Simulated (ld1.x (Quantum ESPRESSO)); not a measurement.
**Reading a pseudo-wave (Te)**

Columns: radius, all-electron u(r) and pseudo u(r) of the 5s shell (level -15.15 eV) of tellurium in the configuration [Kr] 4d10 5s2 5p4; PBEsol, scalar-relativistic, PAW scheme, ld1.x (Quantum ESPRESSO) 7.5.

| r (bohr) | all-electron | pseudo |
| --- | --- | --- |
| 0.128 | -0.0415 | 0.0821 |
| 0.255 | 0.2579 | 0.1633 |
| 0.382 | -0.0410 | 0.2436 |
| 0.510 | -0.3379 | 0.3231 |
| 0.638 | -0.3937 | 0.4005 |
| 0.765 | -0.2602 | 0.4743 |
| 0.893 | -0.0387 | 0.5444 |
| 1.020 | 0.1927 | 0.6085 |
| 1.148 | 0.3978 | 0.6661 |
| 1.275 | 0.5577 | 0.7149 |
| 1.402 | 0.6725 | 0.7540 |
| 1.530 | 0.7468 | 0.7822 |
| 1.658 | 0.7865 | 0.7981 |
| 1.785 | 0.7988 | 0.8009 |
| 1.912 | 0.7905 | 0.7906 |
| 2.040 | 0.7668 | 0.7668 |
| 2.168 | 0.7324 | 0.7324 |
| 2.295 | 0.6912 | 0.6912 |
| 2.422 | 0.6460 | 0.6460 |
| 2.550 | 0.5985 | 0.5985 |
| 2.678 | 0.5507 | 0.5507 |
| 2.805 | 0.5042 | 0.5042 |
| 2.932 | 0.4594 | 0.4594 |
| 3.060 | 0.4165 | 0.4165 |
| 3.188 | 0.3762 | 0.3762 |
| 3.315 | 0.3389 | 0.3389 |

Q: How many radial nodes do the two functions have?

A: The all-electron 5s function has n − l − 1 = 4 (the table is too coarse to show those close to the nucleus); the pseudo-wave has 0, since the states of the same l below it are removed with the core.

Q: At about which radius was the pseudo-wave matched?

A: 1.95 bohr, where the columns begin to agree (steps of 0.13 bohr).

Q: Is the pseudo-wave norm-conserving?

A: No, it belongs to a PAW set: the norm inside the radius is not constrained, and the difference is carried by the augmentation charge.
